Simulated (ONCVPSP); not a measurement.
## Tc (Z = 43): one change to an ONCV potential, before and after

Tc (Z = 43), optimised norm-conserving Vanderbilt (ONCV), made with ONCVPSP 4.0.1 (PBE, scalar-relativistic). Core [Kr], reference 4d5 5s2. Waves: 5s: rc 2.25 bohr, ncon 5, nbas 9, qcut 2.5 1/bohr, 2 projectors, debl 2.4 Ha; p scattering state at 0.27 Ha: rc 2.40 bohr, ncon 3, nbas 8, qcut 3.5 1/bohr, 3 projectors, debl 0.4 Ha; 4d: rc 2.15 bohr, ncon 4, nbas 9, qcut 5.9 1/bohr, 3 projectors, debl 1.3 Ha. Local part: polynomial inside 1.50 bohr (lpopt 5, dvloc0 4 Ha). Core correction: Teter function fitted to the true core (icmod 2), fcfact 0.75.

Change: core correction Teter function fitted to the true core (icmod 2), fcfact 0.44.

Cutoffs: the cutoffs (Ha) at which the residual kinetic energy of the hardest occupied pseudo-wave falls to 1 and 0.1 mHa per electron; they do not see the model core or the augmentation charge, which bear on the density cutoff. Errors are all-electron minus pseudo energies relative to the spin-unpolarised reference configuration.

Question: How do hardness, ghosts and transferability respond?

Answer: The potential gets neither clearly harder nor softer (33 Ha and 44 Ha → 33 Ha and 44 Ha); both files keep a bound ghost (p); of the 4 tests that both files solve, the error grows in 3 and shrinks in 0 by more than 15 % and 0.3 meV (median size 31.7 → 34.8 meV). A model core, the more so a compact one, raises the density cutoff, which this test does not measure.

```tsv
quantity	base	changed
cutoff, loose	33 Ha	33 Ha
cutoff, tight	44 Ha	44 Ha
bound ghosts	p	p
GHOST(+) flags under 300 eV	s at 40.5 eV	s at 40.5 eV
error for 4d5 5s1, meV [ΔE 8.15 eV]	-1.6	-2.1
error for 4d5 5s0, meV [ΔE 23.01 eV]	-3.8	-13
error for 4d4 5s0, meV [ΔE 51.71 eV]	-72	-89
error for 4d4 5s2, meV [ΔE 11.64 eV]	-60	-56
s: phases at 2.28 bohr within 0.05 rad from the reference energy up to (Ha; the scan ends near 5)	1.4	1.4
p: phases at 2.43 bohr within 0.05 rad from the reference energy up to (Ha; the scan ends near 5)	3.9	3.9
d: phases at 2.18 bohr within 0.05 rad from the reference energy up to (Ha; the scan ends near 5)	to the end of the scan	to the end of the scan
rms error of d²Exc/dni dnj with the model core, mHa	1.14	1.81
```

 A true bound ghost makes a file unfit for plane-wave use even where its test errors are small: the radial tests pick states by their node count and pass the ghost by.
